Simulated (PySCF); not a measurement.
H$_{2}$BrFO$_{2}$Sn (SMILES [OH][Sn]([OH])([F])[Br]), singlet, at a GFN2-xTB geometry (such geometries of metal compounds can be far from the true shape) (all electrons, no relativity); CASSCF(2,3)/STO-3G run with PySCF.

PySCF was given this input:
```python
from pyscf import gto, scf, mcscf
import numpy

mol = gto.Mole()
mol.atom = '''
    O    -0.298542    2.085800    0.574897
    Sn   -0.451687    0.205877    0.289841
    O    -2.167343   -0.222205   -0.460259
    F    -0.514213   -0.668187    2.025462
    Br    1.444404   -0.589101   -0.983691
    H    -1.073489    2.490188    0.972020
    H    -2.541296   -1.060589   -0.181130
'''
mol.basis = 'sto-3g'
mol.charge = 0
mol.spin = 0
mol.verbose = 4
mol.build()

mf = scf.RHF(mol)
mf.kernel()
mc = mcscf.CASSCF(mf, 3, 2)
mc.fix_spin_(ss=0.0)
mc.kernel()
occ = numpy.linalg.eigvalsh(mc.fcisolver.make_rdm1(mc.ci, mc.ncas, mc.nelecas))[::-1]
ss = mc.fcisolver.spin_square(mc.ci, mc.ncas, mc.nelecas)[0]
print('natural occupations', occ.round(4), ' <S^2>', round(ss, 4))
```

The log (banner, timings and long lists left out):

```
PySCF version 2.14.0

[INPUT] verbose = 4
[INPUT] num. atoms = 7
[INPUT] num. electrons = 112
[INPUT] charge = 0
[INPUT] spin (= nelec alpha-beta = 2S) = 0
[INPUT] symmetry False subgroup None
[INPUT] Mole.unit = angstrom
[INPUT] Symbol           X                Y                Z      unit          X                Y                Z       unit  Magmom
[INPUT]  1 O     -0.298542000000   2.085800000000   0.574897000000 AA   -0.564162616680   3.941590750618   1.086397879834 Bohr   0.0
[INPUT]  2 Sn    -0.451687000000   0.205877000000   0.289841000000 AA   -0.853564724026   0.389051145347   0.547720109670 Bohr   0.0
[INPUT]  3 O     -2.167343000000  -0.222205000000  -0.460259000000 AA   -4.095684687993  -0.419906593509  -0.869763456366 Bohr   0.0
[INPUT]  4 F     -0.514213000000  -0.668187000000   2.025462000000 AA   -0.971721739691  -1.262690429995   3.827568455714 Bohr   0.0
[INPUT]  5 Br     1.444404000000  -0.589101000000  -0.983691000000 AA    2.729527973226  -1.113239549707  -1.858906581200 Bohr   0.0
[INPUT]  6 H     -1.073489000000   2.490188000000   0.972020000000 AA   -2.028600207733   4.705773318678   1.836851587600 Bohr   0.0
[INPUT]  7 H     -2.541296000000  -1.060589000000  -0.181130000000 AA   -4.802353441453  -2.004222740726  -0.342286092942 Bohr   0.0

nuclear repulsion = 935.062220268628
number of shells = 30
number of NR pGTOs = 186
number of NR cGTOs = 62
basis = sto-3g
ecp = {}

******** <class 'pyscf.scf.hf.RHF'> ********
method = RHF
initial guess = minao
damping factor = 0
level_shift factor = 0
DIIS = <class 'pyscf.scf.diis.CDIIS'>
diis_start_cycle = 1
diis_space = 8
diis_damp = 0
SCF conv_tol = 1e-09
SCF conv_tol_grad = None
SCF max_cycles = 50
direct_scf = True
direct_scf_tol = 1e-13
Set gradient conv threshold to 3.16228e-05
Initial guess from minao.
init E= -8734.16781546306
  HOMO = -0.782226290572815  LUMO = -0.420306925812614  gap/eV = 9.84833
cycle= 1 E= -8754.80034341386  delta_E= -20.6  |g|= 0.552  |ddm|= 3.36
  HOMO = -0.263123310282409  LUMO = 0.27999070920835  gap/eV = 14.77889
cycle= 2 E= -8754.92419244313  delta_E= -0.124  |g|= 0.11  |ddm|= 0.927
  HOMO = -0.308369940143231  LUMO = 0.270300035387087  gap/eV = 15.74641
cycle= 3 E= -8754.93130572696  delta_E= -0.00711  |g|= 0.0351  |ddm|= 0.253
  HOMO = -0.318973335445264  LUMO = 0.266697476658587  gap/eV = 15.93691
cycle= 4 E= -8754.93205645147  delta_E= -0.000751  |g|= 0.00632  |ddm|= 0.0841
  HOMO = -0.319847114522209  LUMO = 0.265909404134505  gap/eV = 15.93925
cycle= 5 E= -8754.93209191886  delta_E= -3.55e-05  |g|= 0.00167  |ddm|= 0.0201
  HOMO = -0.319688147273276  LUMO = 0.266198246478034  gap/eV = 15.94278
cycle= 6 E= -8754.93209456382  delta_E= -2.64e-06  |g|= 0.000401  |ddm|= 0.00583
  HOMO = -0.319660844466879  LUMO = 0.266220289833556  gap/eV = 15.94264
cycle= 7 E= -8754.93209473942  delta_E= -1.76e-07  |g|= 9.52e-05  |ddm|= 0.00165
  HOMO = -0.31966183348563  LUMO = 0.266216303688928  gap/eV = 15.94256
cycle= 8 E= -8754.93209475087  delta_E= -1.15e-08  |g|= 3.01e-05  |ddm|= 0.000404
  HOMO = -0.319663689804659  LUMO = 0.266215266846827  gap/eV = 15.94258
cycle= 9 E= -8754.93209475205  delta_E= -1.18e-09  |g|= 8.51e-06  |ddm|= 0.000137
  HOMO = -0.31966360194346  LUMO = 0.26621487417192  gap/eV = 15.94257
cycle= 10 E= -8754.93209475213  delta_E= -7.64e-11  |g|= 2.33e-06  |ddm|= 3.58e-05
  HOMO = -0.319663776687249  LUMO = 0.266214919174193  gap/eV = 15.94257
Extra cycle  E= -8754.93209475214  delta_E= -5.46e-12  |g|= 1.07e-06  |ddm|= 6.1e-06
converged SCF energy = -8754.93209475214

******** <class 'pyscf.mcscf.mc1step.CASSCF'> ********
CAS (1e+1e, 3o), ncore = 55, nvir = 4
max_cycle_macro = 50
max_cycle_micro = 4
conv_tol = 1e-07
conv_tol_grad = None
orbital rotation max_stepsize = 0.02
orbital rotation threshold for CI restart = 0.01
augmented hessian ah_max_cycle = 30
augmented hessian ah_conv_tol = 1e-12
augmented hessian ah_linear dependence = 1e-14
augmented hessian ah_level shift = 1e-08
augmented hessian ah_start_tol = 2.5
augmented hessian ah_start_cycle = 3
augmented hessian ah_grad_trust_region = 3
kf_trust_region = 3
kf_interval = 4
ci_response_space = 4
ci_grad_trust_region = 3
with_dep4 0
natorb = False
canonicalization = True
sorting_mo_energy = False
ao2mo_level = 2
internal_rotation = False
******** <class 'pyscf.fci.addons.SpinPenaltyFCISolver'> ********
max. cycles = 50
conv_tol = 1e-08
davidson only = True
linear dependence = 1e-12
level shift = 0.001
max iter space = 12
nroots = 1
pspace_size = 400
spin = None
CASCI E = -8754.93260402798  S^2 = 0.0000000
Set conv_tol_grad to 0.000316228
macro iter   1 (  7 JK    2 micro), CASSCF E = -8754.93279219477  dE = -1.88166783e-04  S^2 = 0.0000000
               |grad[o]|=0.00172  |grad[c]|=0.00285  |ddm|=0.00443  |maxRot[o]|=0.0589
macro iter   2 (  7 JK    2 micro), CASSCF E = -8754.93346157706  dE = -6.69382296e-04  S^2 = 0.0000000
               |grad[o]|=0.00257  |grad[c]|=0.00227  |ddm|=0.0105  |maxRot[o]|=0.0698
macro iter   3 (  7 JK    2 micro), CASSCF E = -8754.93471331288  dE = -1.25173582e-03  S^2 = 0.0000000
               |grad[o]|=0.00491  |grad[c]|=0.00315  |ddm|=0.0132  |maxRot[o]|=0.0698
macro iter   4 ( 21 JK    4 micro), CASSCF E = -8754.94387048160  dE = -9.15716872e-03  S^2 = 0.0000000
               |grad[o]|=0.00842  |grad[c]|=0.0327  |ddm|=0.0885  |maxRot[o]|= 0.27
macro iter   5 ( 21 JK    4 micro), CASSCF E = -8754.94974285925  dE = -5.87237765e-03  S^2 = 0.0000000
               |grad[o]|=0.0155  |grad[c]|=0.0594  |ddm|=0.0165  |maxRot[o]|=0.248
macro iter   6 ( 21 JK    4 micro), CASSCF E = -8754.95338521164  dE = -3.64235239e-03  S^2 = 0.0000000
               |grad[o]|=0.0159  |grad[c]|=0.00895  |ddm|=0.00404  |maxRot[o]|=0.166
macro iter   7 ( 16 JK    4 micro), CASSCF E = -8754.95358881559  dE = -2.03603950e-04  S^2 = 0.0000000
               |grad[o]|=0.0034  |grad[c]|=0.00348  |ddm|=0.00156  |maxRot[o]|=0.0499
macro iter   8 ( 14 JK    4 micro), CASSCF E = -8754.95362739099  dE = -3.85754065e-05  S^2 = 0.0000000
               |grad[o]|=0.00127  |grad[c]|=0.000928  |ddm|=0.000431  |maxRot[o]|=0.0259
macro iter   9 (  9 JK    2 micro), CASSCF E = -8754.95363029802  dE = -2.90702701e-06  S^2 = 0.0000000
               |grad[o]|=0.000364  |grad[c]|=5.22e-05  |ddm|=0.000135  |maxRot[o]|=0.00604
macro iter  10 (  6 JK    1 micro), CASSCF E = -8754.95363165251  dE = -1.35448863e-06  S^2 = 0.0000000
               |grad[o]|=0.000135  |grad[c]|=0.000319  |ddm|=1.58e-05  |maxRot[o]|=0.0799
macro iter  11 (  6 JK    1 micro), CASSCF E = -8754.95363346312  dE = -1.81060932e-06  S^2 = 0.0000000
               |grad[o]|=0.000135  |grad[c]|=0.00039  |ddm|=2.62e-05  |maxRot[o]|=0.0799
macro iter  12 (  6 JK    1 micro), CASSCF E = -8754.95363572872  dE = -2.26560223e-06  S^2 = 0.0000000
               |grad[o]|=0.000126  |grad[c]|=0.000443  |ddm|=2.3e-05  |maxRot[o]|=0.0799
macro iter  13 (  6 JK    1 micro), CASSCF E = -8754.95363843186  dE = -2.70314013e-06  S^2 = 0.0000000
               |grad[o]|=0.000121  |grad[c]|=0.000479  |ddm|=2.99e-05  |maxRot[o]|=0.0799
macro iter  14 (  6 JK    1 micro), CASSCF E = -8754.95364150206  dE = -3.07019764e-06  S^2 = 0.0000000
               |grad[o]|=0.000113  |grad[c]|=0.000497  |ddm|=3.5e-05  |maxRot[o]|=0.0799
macro iter  15 (  6 JK    1 micro), CASSCF E = -8754.95364483742  dE = -3.33535900e-06  S^2 = 0.0000000
               |grad[o]|=0.00011  |grad[c]|=0.000498  |ddm|=4.23e-05  |maxRot[o]|=0.0799
macro iter  16 (  6 JK    1 micro), CASSCF E = -8754.95364828517  dE = -3.44775435e-06  S^2 = 0.0000000
               |grad[o]|=0.000103  |grad[c]|=0.000481  |ddm|=4.28e-05  |maxRot[o]|=0.0799
macro iter  17 (  6 JK    1 micro), CASSCF E = -8754.95365166593  dE = -3.38076097e-06  S^2 = 0.0000000
               |grad[o]|=0.0001  |grad[c]|=0.000446  |ddm|=4.44e-05  |maxRot[o]|=0.0799
macro iter  18 (  6 JK    1 micro), CASSCF E = -8754.95365477523  dE = -3.10930045e-06  S^2 = 0.0000000
               |grad[o]|=9.28e-05  |grad[c]|=0.000394  |ddm|=3.15e-05  |maxRot[o]|=0.0799
macro iter  19 (  6 JK    1 micro), CASSCF E = -8754.95365740472  dE = -2.62948197e-06  S^2 = 0.0000000
               |grad[o]|=8.63e-05  |grad[c]|=0.000327  |ddm|=2.95e-05  |maxRot[o]|=0.0799
macro iter  20 (  6 JK    1 micro), CASSCF E = -8754.95365936961  dE = -1.96489782e-06  S^2 = 0.0000000
               |grad[o]|=7.49e-05  |grad[c]|=0.000246  |ddm|=2.49e-05  |maxRot[o]|=0.0799
macro iter  21 (  6 JK    1 micro), CASSCF E = -8754.95366052062  dE = -1.15100374e-06  S^2 = 0.0000000
               |grad[o]|=5.96e-05  |grad[c]|=0.000154  |ddm|=3.12e-05  |maxRot[o]|=0.0799
macro iter  22 (  4 JK    1 micro), CASSCF E = -8754.95366078481  dE = -2.64195478e-07  S^2 = 0.0000000
               |grad[o]|=6.44e-05  |grad[c]|=4.35e-05  |ddm|=1.88e-05  |maxRot[o]|= 0.04
macro iter  23 (  1 JK    1 micro), CASSCF E = -8754.95366078481  dE =  0.00000000e+00  S^2 = 0.0000000
               |grad[o]|=1.91e-05  |grad[c]|=3.32e-07  |ddm|=    0  |maxRot[o]|=    0
1-step CASSCF converged in  23 macro (200 JK  42 micro) steps
CASSCF canonicalization
Density matrix diagonal elements [1.95588535 0.01391188 0.03020276]
CASSCF energy = -8754.95366078481
CASCI E = -8754.95366078481  E(CI) = -1.58173965334936  S^2 = 0.0000000
natural occupations [1.957  0.0429 0.    ]  <S^2> 0.0
```
